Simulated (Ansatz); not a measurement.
Consider the ligand exchange at the Si–S bond: `C=NCS[SiH3]` + `[OH][SnH]([F])[F]` → `[F][SnH]([F])[O][SiH3]` + `C=NCS`.

Isolated molecules relaxed with PBE0-D4/def2-TZVP in Ansatz; ΔE leaves out vibrations. CCSD(T)/CBS adds triple-zeta CCSD(T) − MP2 to the extrapolated MP2 energy (def2 sets, frozen cores). Functionals use def2-TZVPP. B3LYP here is the variant with VWN-RPA as its local correlation; programs differ in this. Elements past krypton have def2 core potentials. For Sn outer-core shells are correlated without core-valence functions, which leaves a few kJ/mol of doubt a bond. One conformer a species, not always the lowest.

```json
{"level": "B3LYP", "ΔE (kcal/mol)": "-10.7"}
{"level": "r2SCAN0", "ΔE (kcal/mol)": "-9.0"}
```

Problem. What does CCSD(T)/CBS give? (An estimate is asked.)

Solution. Ansatz gave: -9.9 kcal/mol. The listed levels differ from it by -0.8, 0.9 kcal/mol.

Largest T1 diagnostic among the species: 0.015.

The D4 term adds +1.3 kcal/mol with B3LYP and +0.7 kcal/mol with PBE0; it sums over pairs of atoms, weighted by their polarisabilities, and B3LYP, whose exchange is more repulsive, gets the larger term. From PBE to PBE0 (25 % exact exchange), in def2-TZVPP and without D4, ΔE moves by −1.5 kcal/mol.
